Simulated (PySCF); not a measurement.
C₄H₅O₃ (SMILES [CH2]C1COC(=O)O1), doublet, geometry from GFN2-xTB; CCSD(T)/STO-3G run with PySCF.

PySCF was given this input:
```python
from pyscf import gto, scf, cc

mol = gto.Mole()
mol.atom = '''
    C    -2.15067560    0.74350382    0.15158791
    C    -1.05986199    0.08425735   -0.57504673
    C    -0.61103755   -1.28156411    0.06243273
    O     0.71985863   -1.05379853    0.45559543
    C     1.12041832    0.18444962    0.10502653
    O     2.20097324    0.62109308    0.31602604
    O     0.13788609    0.85047907   -0.51530029
    H    -1.92380132    1.40052163    0.96689958
    H    -3.16763097    0.57378294   -0.13574301
    H    -1.31982611   -0.06193467   -1.63134197
    H    -1.20932328   -1.53438179    0.94204435
    H    -0.64222117   -2.10405719   -0.65643091
'''
mol.basis = 'sto-3g'
mol.spin = 1
mol.verbose = 4
mol.build()

mf = scf.UHF(mol)
mf.kernel()

mycc = cc.CCSD(mf, frozen=7)
mycc.kernel()
et = mycc.ccsd_t()
print('E(CCSD(T)) = %.10f' % (mycc.e_tot + et))
```

It wrote (shortened):

```
PySCF version 2.14.0

[INPUT] verbose = 4
[INPUT] num. atoms = 12
[INPUT] num. electrons = 53
[INPUT] charge = 0
[INPUT] spin (= nelec alpha-beta = 2S) = 1
[INPUT] symmetry False subgroup None
[INPUT] Mole.unit = angstrom
[INPUT] Symbol           X                Y                Z      unit          X                Y                Z       unit  Magmom
[INPUT]  1 C     -2.150675600000   0.743503820000   0.151587910000 AA   -4.064187866785   1.405018592368   0.286459633695 Bohr   0.0
[INPUT]  2 C     -1.059861990000   0.084257350000  -0.575046730000 AA   -2.002848890937   0.159223315482  -1.086680828527 Bohr   0.0
[INPUT]  3 C     -0.611037550000  -1.281564110000   0.062432730000 AA   -1.154693621325  -2.421805178972   0.117980760909 Bohr   0.0
[INPUT]  4 O      0.719858630000  -1.053798530000   0.455595430000 AA    1.360335659105  -1.991390612169   0.860950586303 Bohr   0.0
[INPUT]  5 C      1.120418320000   0.184449620000   0.105026530000 AA    2.117283769745   0.348559265580   0.198471377513 Bohr   0.0
[INPUT]  6 O      2.200973240000   0.621093080000   0.316026040000 AA    4.159236631097   1.173695819063   0.597202663831 Bohr   0.0
[INPUT]  7 O      0.137886090000   0.850479070000  -0.515300290000 AA    0.260566946487   1.607172516975  -0.973776420009 Bohr   0.0
[INPUT]  8 H     -1.923801320000   1.400521630000   0.966899580000 AA   -3.635457612877   2.646602312229   1.827175396157 Bohr   0.0
[INPUT]  9 H     -3.167630970000   0.573782940000  -0.135743010000 AA   -5.985954996990   1.084292611548  -0.256517112224 Bohr   0.0
[INPUT] 10 H     -1.319826110000  -0.061934670000  -1.631341970000 AA   -2.494109879950  -0.117039563915  -3.082789538808 Bohr   0.0
[INPUT] 11 H     -1.209323280000  -1.534381790000   0.942044350000 AA   -2.285289795261  -2.899561353620   1.780205818694 Bohr   0.0
[INPUT] 12 H     -0.642221170000  -2.104057190000  -0.656430910000 AA   -1.213622122698  -3.976091839522  -1.240474639599 Bohr   0.0

nuclear repulsion = 310.908031884519
number of shells = 26
number of NR pGTOs = 120
number of NR cGTOs = 40
basis = sto-3g
ecp = {}

******** <class 'pyscf.scf.uhf.UHF'> ********
method = UHF
initial guess = minao
damping factor = 0
level_shift factor = 0
DIIS = <class 'pyscf.scf.diis.CDIIS'>
diis_start_cycle = 1
diis_space = 8
diis_damp = 0
SCF conv_tol = 1e-09
SCF conv_tol_grad = None
SCF max_cycles = 50
direct_scf = True
direct_scf_tol = 1e-13
number electrons alpha = 27  beta = 26
Set gradient conv threshold to 3.16228e-05
init E= -376.019280971874

cycle= 1 E= -373.771052447651  delta_E= 2.25  |g|= 0.599  |ddm|= 3.37
cycle= 2 E= -373.967859449349  delta_E= -0.197  |g|= 0.323  |ddm|= 1.08
cycle= 3 E= -374.021506513018  delta_E= -0.0536  |g|= 0.0567  |ddm|= 0.406
cycle= 4 E= -374.025057259174  delta_E= -0.00355  |g|= 0.0264  |ddm|= 0.11
cycle= 5 E= -374.025897316525  delta_E= -0.00084  |g|= 0.0091  |ddm|= 0.0586
cycle= 6 E= -374.026046983666  delta_E= -0.00015  |g|= 0.00217  |ddm|= 0.0319
cycle= 7 E= -374.026054856618  delta_E= -7.87e-06  |g|= 0.000763  |ddm|= 0.00692
cycle= 8 E= -374.026055876512  delta_E= -1.02e-06  |g|= 0.000361  |ddm|= 0.00214
cycle= 9 E= -374.026056129024  delta_E= -2.53e-07  |g|= 0.00016  |ddm|= 0.00113
cycle= 10 E= -374.026056185608  delta_E= -5.66e-08  |g|= 6e-05  |ddm|= 0.000618
cycle= 11 E= -374.026056193256  delta_E= -7.65e-09  |g|= 3.37e-05  |ddm|= 0.000187
cycle= 12 E= -374.026056196789  delta_E= -3.53e-09  |g|= 2e-05  |ddm|= 0.000138
cycle= 13 E= -374.026056198386  delta_E= -1.6e-09  |g|= 1.69e-05  |ddm|= 7.98e-05
cycle= 14 E= -374.026056199729  delta_E= -1.34e-09  |g|= 1.58e-05  |ddm|= 7.02e-05
cycle= 15 E= -374.026056202862  delta_E= -3.13e-09  |g|= 1.35e-05  |ddm|= 0.000184
cycle= 16 E= -374.026056208419  delta_E= -5.56e-09  |g|= 7.23e-06  |ddm|= 0.000486
cycle= 17 E= -374.026056209901  delta_E= -1.48e-09  |g|= 3.26e-06  |ddm|= 0.000317
cycle= 18 E= -374.026056210018  delta_E= -1.16e-10  |g|= 1.61e-06  |ddm|= 8.35e-05
Extra cycle  E= -374.026056210023  delta_E= -5.12e-12  |g|= 1.12e-06  |ddm|= 2.8e-06
converged SCF energy = -374.026056210023  <S^2> = 0.76543417  2S+1 = 2.0153751

******** <class 'pyscf.cc.uccsd.UCCSD'> ********
CC2 = 0
CCSD nocc = (np.int64(20), np.int64(19)), nmo = (33, 33)
frozen orbitals 7
max_cycle = 50
direct = 0
conv_tol = 1e-07
conv_tol_normt = 1e-06
diis_space = 6
diis_start_cycle = 0
diis_start_energy_diff = 1e+09
Init t2, MP2 energy = -0.317258891212547
Init E_corr(UCCSD) = -0.317258891213741
cycle = 1  E_corr(UCCSD) = -0.355528415977041  dE = -0.0382695248  norm(t1,t2) = 0.114477
cycle = 2  E_corr(UCCSD) = -0.374963216810714  dE = -0.0194348008  norm(t1,t2) = 0.0366646
cycle = 3  E_corr(UCCSD) = -0.379838148975874  dE = -0.00487493217  norm(t1,t2) = 0.0183165
cycle = 4  E_corr(UCCSD) = -0.383648251001662  dE = -0.00381010203  norm(t1,t2) = 0.00759419
cycle = 5  E_corr(UCCSD) = -0.383596059396937  dE = 5.21916047e-05  norm(t1,t2) = 0.00245336
cycle = 6  E_corr(UCCSD) = -0.38355573995319  dE = 4.03194437e-05  norm(t1,t2) = 0.000957369
cycle = 7  E_corr(UCCSD) = -0.383588394591324  dE = -3.26546381e-05  norm(t1,t2) = 0.000381039
cycle = 8  E_corr(UCCSD) = -0.383592197584196  dE = -3.80299287e-06  norm(t1,t2) = 0.000127286
cycle = 9  E_corr(UCCSD) = -0.383592858701329  dE = -6.61117133e-07  norm(t1,t2) = 6.15442e-05
cycle = 10  E_corr(UCCSD) = -0.383593070650872  dE = -2.11949543e-07  norm(t1,t2) = 3.17574e-05
cycle = 11  E_corr(UCCSD) = -0.383592665411708  dE = 4.05239165e-07  norm(t1,t2) = 1.0703e-05
cycle = 12  E_corr(UCCSD) = -0.383592424424947  dE = 2.40986761e-07  norm(t1,t2) = 4.27616e-06
cycle = 13  E_corr(UCCSD) = -0.383592182679282  dE = 2.41745665e-07  norm(t1,t2) = 1.95698e-06
cycle = 14  E_corr(UCCSD) = -0.383592090903831  dE = 9.17754513e-08  norm(t1,t2) = 1.0133e-06
cycle = 15  E_corr(UCCSD) = -0.383592056358453  dE = 3.45453778e-08  norm(t1,t2) = 5.58833e-07
UCCSD converged
E(UCCSD) = -374.4096482663812  E_corr = -0.3835920563584527
UCCSD(T) correction = -0.0120964119670417
E(CCSD(T)) = -374.4217446783
```
